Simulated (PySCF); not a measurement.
## Spin–spin coupling constants

Geometry:
| atom | x (Å) | y (Å) | z (Å) |
| --- | --- | --- | --- |
| C1 | -0.711 | -2.706 | -0.197 |
| C2 | -0.664 | -1.557 | 0.808 |
| C3 | -1.800 | -0.570 | 0.662 |
| C4 | -3.170 | -0.799 | 0.700 |
| C5 | -4.043 | 0.279 | 0.534 |
| C6 | -3.548 | 1.571 | 0.332 |
| C7 | -2.174 | 1.806 | 0.291 |
| C8 | -1.302 | 0.730 | 0.455 |
| C9 | 0.162 | 0.670 | 0.456 |
| C10 | 1.120 | 1.670 | 0.294 |
| C11 | 2.470 | 1.322 | 0.337 |
| C12 | 2.856 | -0.006 | 0.539 |
| C13 | 1.896 | -1.008 | 0.703 |
| C14 | 0.550 | -0.667 | 0.663 |
| H15 | -0.698 | -2.319 | -1.227 |
| H16 | -1.624 | -3.307 | -0.068 |
| H17 | 0.153 | -3.376 | -0.072 |
| H18 | -0.682 | -1.981 | 1.830 |
| H19 | -3.565 | -1.806 | 0.859 |
| H20 | -5.123 | 0.113 | 0.563 |
| H21 | -4.245 | 2.402 | 0.204 |
| H22 | -1.791 | 2.817 | 0.132 |
| H23 | 0.822 | 2.710 | 0.135 |
| H24 | 3.233 | 2.093 | 0.211 |
| H25 | 3.918 | -0.261 | 0.569 |
| H26 | 2.206 | -2.045 | 0.862 |

Indirect spin–spin couplings were computed at B3LYP/pcJ-1 (without the spin–dipole term) (PySCF) on a PBE0-D3(BJ)/def2-SVP structure, for the isolated molecule, without vibrational or relativistic corrections. Couplings are averaged over pairs made equivalent by symmetry, fast rotation or ring inversion, so a value needn't be that of the named pair in this geometry, while other rotamers aren't included; one pair stands for each set, and the list holds a selection of those of at least 1.5 Hz over up to four bonds, among pairs with at least one H atom (others weren't computed).

Isotopes: ¹³C, ¹H.

```tsv
pair	bonds	J (Hz)
C1, H15	1	135.1
C2, H18	1	132.7
C4, H19	1	163.7
C5, H20	1	166.3
C6, H21	1	166.1
C7, H22	1	?
C1, H18	2	-6.4
C3, H18	2	?
C6, H20	2	2.0
C7, H21	2	1.7
C3, H15	3	4.8
C3, H20	3	8.2
C3, H22	3	?
C4, H18	3	2.0
C4, H21	3	?
C5, H22	3	?
C6, H19	3	?
C7, H20	3	8.6
C8, H18	3	2.4
C8, H19	3	?
C8, H21	3	8.3
C8, H23	3	3.1
H20, H21	3	?
H21, H22	3	8.6
C4, H22	4	-1.5
C7, H19	4	-1.5
```

**Question.** Estimate the withheld couplings, with signs.

**Answer.** 
- ¹J(C7,H22) = 165.0 Hz (bond length 1.093 Å, sp2 carbon)
- ²J(C3,H18) = -5.3 Hz (angle at C2 109°)
- ³J(C3,H22) = 6.8 Hz (dihedral angle 180°)
- ³J(C4,H21) = 8.6 Hz (dihedral angle 180°)
- ³J(C5,H22) = 7.8 Hz (dihedral angle 180°)
- ³J(C6,H19) = 7.6 Hz (dihedral angle 180°)
- ³J(C8,H19) = 6.9 Hz (dihedral angle 180°)
- ³J(H20,H21) = 8.2 Hz (dihedral angle 0°)
